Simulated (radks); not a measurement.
The numbers below are computed, except where a source is named.
Q: Code: a radial shooting solver on a logarithmic mesh with Libxc functionals. Model: scalar-relativistic Kohn-Sham, r2SCAN, spin-polarised, spherical densities, finite nucleus; open shells are filled with parallel spins first (spin-orbit coupling, left out, can overturn this in heavy ions); meta-GGA in the generalised Kohn-Sham scheme; Fermi nuclear charge, rms radius of each element as measured or else 0.836 A^(1/3) + 0.57 fm. Each species is in its NIST ground configuration. Rank Nb3+, Pd3+, Rh3+, Mo3+, Zr3+, Tc3+, Ag3+, Ru3+, Cd3+ by radius at which the density is 0.001 e/bohr^3 (bohr), largest first.

A: Nb3+ 3.27, Mo3+ 3.26, Zr3+ 3.23, Tc3+ 3.22, Ru3+ 3.17, Rh3+ 3.14, Pd3+ 3.10, Ag3+ 3.05, Cd3+ 3.01.
